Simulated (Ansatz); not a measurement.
Energy difference R1 → 2 P1, each structure at its B3LYP-D3(BJ)/def2-TZVP stationary point, reached from a drawn start (curvature not checked).
R1: Br2 (SMILES BrBr), charge 0, multiplicity 1.
P1: Br atom, charge 0, multiplicity 2.

P less R. No zero-point or thermal terms; singlets are restricted closed shells; open shells are unrestricted; no spin–orbit coupling.

Frozen-core correlation throughout. In cc and def2 sets filled d and f shells under p-block atoms count as core. CBS: X⁻³ extrapolation of the correlation energy, Hartree–Fock from the larger set.

The values were computed with Ansatz (Gaussian orbitals). All values are computed, each at the level named.

The comparison value is 51.89 kcal/mol (CCSD(T)/CBS(cc-pVTZ, cc-pVQZ)). It is a level with limits of its own, not the exact answer.

Q: Order these levels by how close they come to the comparison value for the reaction energy, closest first: r2SCAN/def2-TZVPP, revPBE/def2-TZVPP, HF/cc-pVDZ, HF/cc-pVTZ, B97M-V/def2-TZVPP. Give each level's value less the comparison value.

A: revPBE/def2-TZVPP (0.28 kcal/mol), r2SCAN/def2-TZVPP (1.02 kcal/mol), B97M-V/def2-TZVPP (-1.56 kcal/mol), HF/cc-pVTZ (-36.56 kcal/mol), HF/cc-pVDZ (-39.82 kcal/mol)

Ansatz is a first-principles code.
